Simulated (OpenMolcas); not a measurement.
# Computed transition rates of F+

* Program: OpenMolcas 26.06
* Method: SS-CASPT2, IPEA 0.25 Eh, imaginary shift 0.1 Eh (closed shells correlated: 1s 2s)
* Basis: ANO-RCC-VQZP [5s4p3d2f1g]
* Scalar Hamiltonian: DKH2, point nucleus
* Active space: 4 electrons in 3 orbitals (2p)
* State averaging: 2S+1 = 3 even, 3 roots; 2S+1 = 1 even, 6 roots
* Spin-orbit coupling: state interaction with AMFI integrals over the reference wave functions, term energies averaged over their components

Rates come from the transition moments of the reference wave functions (E1 and E2 in the length form). At fixed line strength A goes as λ^-3 for E1 and M1 and as λ^-5 for E2, so a rate at the computed wavelength can be rescaled to the measured one. Measured vacuum wavelengths follow from level energies in NIST Handbook of Basic Atomic Spectroscopic Data. Branching counts decays inside the model space alone, at computed energies, and the table is only a selection of the E2 and M1 lines, drawn from those between levels with measured partners whose computed energy lies within a factor of 1.5 of the measured one.

```csv
Upper,Lower,Type,λ computed (nm),λ measured (nm),A computed (s-1),A rescaled (s-1),Branching %
2s2 2p4 3P0,2s2 2p4 3P1,M1,64760,67320,2.00e-04,1.78e-04,100.0
2s2 2p4 3P1,2s2 2p4 3P2,M1,31270,29310,7.39e-04,8.97e-04,100.0
2s2 2p4 1D2,2s2 2p4 3P1,M1,488,487,1.34e-02,,24.1
2s2 2p4 1D2,2s2 2p4 3P2,M1,480.5,479.1,4.22e-02,,75.7
2s2 2p4 1S0,2s2 2p4 1D2,E2,384.2,415.9,3.22e+00,2.17e+00,86.4
2s2 2p4 1S0,2s2 2p4 3P1,M1,215,224.3,5.06e-01,,13.6
```

Spin-changing lines and M1 lines between different terms are not rescaled, since their strength hangs on the term gaps too.

The largest correction is for 2s2 2p4 1S0 → 2s2 2p4 1D2 (E2): 3.22e+00 × (384.2 / 415.9)^5 = 2.17e+00 s-1, a factor of 0.67.

The computed rate and branching of 2s2 2p4 3P1 → 2s2 2p4 3P2 give the upper level a radiative lifetime of 1.000 / 7.39e-04 s-1 = 1.35e+03 s, counting decays inside the model space alone. The rescaled rate gives about 1.1e+03 s.

No measured rate stands beside these. Rescaling mends the energy factor alone: line strengths can still be far off where a level mixes with configurations outside the active space, and weak or spin-changing lines hang on small mixing coefficients that depend on the term gaps too, so rescaling need not improve them.

CASPT2 does not keep the components of a term degenerate, so their means are used; among the terms shown or strongly mixed into the levels shown the widest spread is 48 cm-1 (2s2 2p4 1D). With the s shell closed, the reference lacks s² → p² mixing. Computed and measured levels are paired by configuration, term and J; levels that our copy of the source lacks, or whose pairing is in doubt (as where it misses far off the trend of its configuration), stay unpaired. Only configurations of the active space appear.
